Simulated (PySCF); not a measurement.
Here is a job for PySCF.
```python
from pyscf import gto, scf, solvent

mol = gto.M(
    atom='''
I    -0.000000   -0.000000   -0.030036
H     0.000000    0.000000    1.591929
''',
    basis='def2-tzvp',
    ecp={'I': 'def2-tzvp'},
    charge=1,
    spin=1,
    verbose=4,
)

mf = scf.UHF(mol)
mf.kernel()
mf.analyze()
```

### Question
What does this run give for the <S^2>, number of basis functions, total energy, HOMO energy, nuclear repulsion energy?

### Answer

The <S^2> comes out as 0.761. The number of basis functions comes out as 56 and the total energy is -296.8890 Eh. The HOMO energy is -18.28 eV and the nuclear repulsion energy is 8.1564 Eh.

These values belong to the state on which the SCF converged, which isn't shown to be the lowest.
